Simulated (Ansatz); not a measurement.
Computed with Ansatz on PBE0-D4/def2-TZVP structures; ΔE is electronic, products minus reactants. CCSD(T)/CBS is the MP2 limit (def2-TZVPP, def2-QZVPP) plus CCSD(T) − MP2 in def2-TZVPP, frozen cores. This one scheme is used for every species, atoms too. Functionals use def2-TZVPP. No spin–orbit coupling; open shells (•) take unrestricted orbitals. Spin–orbit coupling would lower the free atoms: a little for B, C, Si.

Reaction (atomization): `[SiH3][SiH]1BC1` → B• + C• + 7 H• + 2 Si•

CCSD(T)/CBS gives +36.88 eV.

**Question.** Another level gave +36.85 eV. Which?
A. PBE-D4/def2-TZVPP
B. CCSD/def2-TZVPP
C. CAM-B3LYP/def2-TZVPP
D. BHLYP-D4/def2-TZVPP

**Answer.** C. CAM-B3LYP 36.85, PBE-D4 37.30, BHLYP-D4 36.42, CCSD/def2-TZVPP 35.53 eV.

**Question.** What do rigid-rotor, harmonic-oscillator terms from PBE0-D4/def2-TZVP frequencies (298.15 K, 1 bar) make of the CCSD(T)/CBS value? (An estimate is asked.)

**Answer.** Ansatz gave: ΔZPE = -1.93 eV, ΔH = +35.44 eV, ΔS = 1114 J/(mol·K), ΔG = +32.00 eV. Open shells count their whole term as degenerate.

Largest T1 diagnostic among the species: 0.014.

From PBE to PBE0 (25 % exact exchange), in def2-TZVPP and without D4, ΔE moves by −0.23 eV: exact exchange takes away binding that semilocal exchange gives to molecules. In def2-TZVPP, CCSD(T) changes the Hartree–Fock value by +8.08 eV (the triples alone add +0.48 eV) and MP2 by +8.16 eV; breaking electron pairs costs correlation energy, which Hartree–Fock lacks.

For atomizations the MP2-based limit and the directly extrapolated one differ by several kJ/mol either way, and by 10 to 25 for some Ge, Se and Sn compounds, so smaller differences from it don't rank the levels.
